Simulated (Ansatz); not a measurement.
Geometry optimisation of the cluster Hg₃S₂⁺.

```yaml
crystal:
  periodic: [false, false, false]
  atoms:
    - {symbol: Hg, position_ang: [-2.483200, 2.187470, -1.124640]}
    - {symbol: Hg, position_ang: [0.164280, -1.741880, 0.722220]}
    - {symbol: Hg, position_ang: [1.369320, -1.785220, 3.243810]}
    - {symbol: S, position_ang: [1.200370, 0.866320, -2.020590]}
    - {symbol: S, position_ang: [-0.250760, 0.473310, -0.820800]}
basis:
  gaussian: {orbitals: def2-SVP}
total_charge: 1
magnetization: {spin_polarized: true, initial_magnetization: 1}
hamiltonian: {xc: pbe, dispersion: d4}
scf: {lower_state_search: "off"}
output: {orbitals: {seedname: orbitals}}
relax: {f_tol: 0.02, max_steps: 100}
```

```sh
$ ansatz run in.yaml --threads 4 --pin off --events-out ev --progress --plain --max-ram 4787MiB
```

Output, abridged:

```
Functional definition: PBE
mean field -34181.99677485 eV, -1256.1652120863 hartree, gradient 6.7e-6 eV, S^2 0.761726; 0 other end points of the search recorded, 0 dependent functions left out
relax step   1: F+E_penalty+E_count = -34182.23538593 eV  Δ(F+E_penalty+E_count) = +0.000e0 eV  max|allowed force component| = 6.181e-1 eV/Å  Δτ_max = 0.0000 Å  (23 SCF iters, accepted)
mean field -34182.09585217 eV, -1256.1688531107 hartree, gradient 3.0e-6 eV, S^2 0.762347; 0 other end points of the search recorded, 0 dependent functions left out
relax step   2: F+E_penalty+E_count = -34182.32878281 eV  Δ(F+E_penalty+E_count) = -9.340e-2 eV  max|allowed force component| = 2.619e-1 eV/Å  Δτ_max = 0.1940 Å  (27 SCF iters, accepted)
mean field -34182.15421062 eV, -1256.1709977439 hartree, gradient 2.3e-6 eV, S^2 0.761676; 0 other end points of the search recorded, 0 dependent functions left out
relax step   3: F+E_penalty+E_count = -34182.38446013 eV  Δ(F+E_penalty+E_count) = -5.568e-2 eV  max|allowed force component| = 9.850e-2 eV/Å  Δτ_max = 0.1949 Å  (28 SCF iters, accepted)
mean field -34182.18782528 eV, -1256.1722330600 hartree, gradient 6.0e-6 eV, S^2 0.761408; 0 other end points of the search recorded, 0 dependent functions left out
relax step   4: F+E_penalty+E_count = -34182.41706305 eV  Δ(F+E_penalty+E_count) = -3.260e-2 eV  max|allowed force component| = 9.610e-2 eV/Å  Δτ_max = 0.2000 Å  (24 SCF iters, accepted)
mean field -34182.21023726 eV, -1256.1730566851 hartree, gradient 5.0e-6 eV, S^2 0.760835; 0 other end points of the search recorded, 0 dependent functions left out
relax step   5: F+E_penalty+E_count = -34182.43818477 eV  Δ(F+E_penalty+E_count) = -2.112e-2 eV  max|allowed force component| = 6.276e-2 eV/Å  Δτ_max = 0.1978 Å  (24 SCF iters, accepted)
mean field -34182.23029371 eV, -1256.1737937459 hartree, gradient 2.7e-6 eV, S^2 0.760088; 0 other end points of the search recorded, 0 dependent functions left out
relax step   6: F+E_penalty+E_count = -34182.45903216 eV  Δ(F+E_penalty+E_count) = -2.085e-2 eV  max|allowed force component| = 8.626e-2 eV/Å  Δτ_max = 0.1998 Å  (30 SCF iters, accepted)
mean field -34182.23936060 eV, -1256.1741269482 hartree, gradient 2.7e-6 eV, S^2 0.760515; 0 other end points of the search recorded, 0 dependent functions left out
relax step   7: F+E_penalty+E_count = -34182.46759180 eV  Δ(F+E_penalty+E_count) = -8.560e-3 eV  max|allowed force component| = 7.068e-2 eV/Å  Δτ_max = 0.1577 Å  (24 SCF iters, accepted)
mean field -34182.23916068 eV, -1256.1741196012 hartree, gradient 2.2e-6 eV, S^2 0.760654; 0 other end points of the search recorded, 0 dependent functions left out
relax step   8: F+E_penalty+E_count = -34182.46568173 eV  Δ(F+E_penalty+E_count) = +1.910e-3 eV  max|allowed force component| = 1.448e-1 eV/Å  Δτ_max = 0.0628 Å  (24 SCF iters, rejected (line search))
mean field -34182.24052714 eV, -1256.1741698175 hartree, gradient 2.2e-6 eV, S^2 0.760504; 0 other end points of the search recorded, 0 dependent functions left out
relax step   9: F+E_penalty+E_count = -34182.46837416 eV  Δ(F+E_penalty+E_count) = -7.824e-4 eV  max|allowed force component| = 5.812e-3 eV/Å  Δτ_max = 0.0304 Å  (25 SCF iters, accepted)
mean field -34182.24059932 eV, -1256.1741724703 hartree, gradient 2.3e-6 eV, S^2 0.760529; 0 other end points of the search recorded, 0 dependent functions left out
relax step  10: F+E_penalty+E_count = -34182.46848277 eV  Δ(F+E_penalty+E_count) = -1.086e-4 eV  max|allowed force component| = 1.743e-2 eV/Å  Δτ_max = 0.0315 Å  (24 SCF iters, accepted)
Total energy: -34182.46853181 eV, -1256.1825488346 hartree
Atom 0 at    -2.670843     2.270524    -1.655036 Å, force    -0.000676     0.000923     0.000677 eV/Å
Atom 1 at     0.523457    -0.951829     1.223163 Å, force     0.001413    -0.002285     0.005216 eV/Å
Atom 2 at     1.508028    -2.679874     3.403507 Å, force    -0.001960     0.004134    -0.005828 eV/Å
Atom 3 at     0.993786     0.729095    -2.177874 Å, force    -0.014718    -0.001362     0.017368 eV/Å
Atom 4 at    -0.354419     0.632084    -0.793760 Å, force     0.015941    -0.001410    -0.017434 eV/Å
Dipole moment:     0.194067    -0.029335    -0.120887 e Å
Checks for a lower state left out: stability, starts, cluster_reference, orbital_swaps, neighbouring_geometries, increment
```

Hardware: 4 threads of Arm Neoverse V2 on a shared host. Wall time 20 s.

In the def2 sets Hg takes a core potential; there is no spin–orbit coupling. Another isomer (doublet) lies 0.08 eV lower at PBE-D4/def2-SVP; other spin states weren't run for this one.
